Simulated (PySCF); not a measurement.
C3HF3.

```xyz
7

C      0.0000     0.0000    -2.3375
C      0.0000     0.0000    -1.1304
C      0.0000     0.0000     0.3391
F      1.0829     0.6252     0.8217
F      0.0000    -1.2504     0.8217
F     -1.0829     0.6252     0.8217
H      0.0000     0.0000    -3.4126
```
Charge 0, spin multiplicity 1.

The structure is a stationary point at B3LYP-D3(BJ)/def2-SVP.

Method: PBE/pcSseg-1 run with PySCF. Non-relativistic, no solvent.

Q: Give the absolute GIAO shielding of each atom: isotropic value and principal components (ppm). (The exact figures need the calculation; the answer reports its results.)

A: 
```json
[
 {"atom": "C1", "σ(iso)": "102.3", "σ11": "33.7", "σ22": "33.7", "σ33": "239.5", "span": "205.8"},
 {"atom": "C2", "σ(iso)": "106.2", "σ11": "11.5", "σ22": "11.5", "σ33": "295.8", "span": "284.3"},
 {"atom": "C3", "σ(iso)": "54.6", "σ11": "43.0", "σ22": "60.4", "σ33": "60.4", "span": "17.4"},
 {"atom": "F4", "σ(iso)": "216.3", "σ11": "127.5", "σ22": "199.6", "σ33": "321.7", "span": "194.3"},
 {"atom": "F5", "σ(iso)": "216.3", "σ11": "127.5", "σ22": "199.6", "σ33": "321.7", "span": "194.3"},
 {"atom": "F6", "σ(iso)": "216.3", "σ11": "127.5", "σ22": "199.6", "σ33": "321.7", "span": "194.3"},
 {"atom": "H7", "σ(iso)": "28.8", "σ11": "24.4", "σ22": "24.4", "σ33": "37.6", "span": "13.2"}
]
```
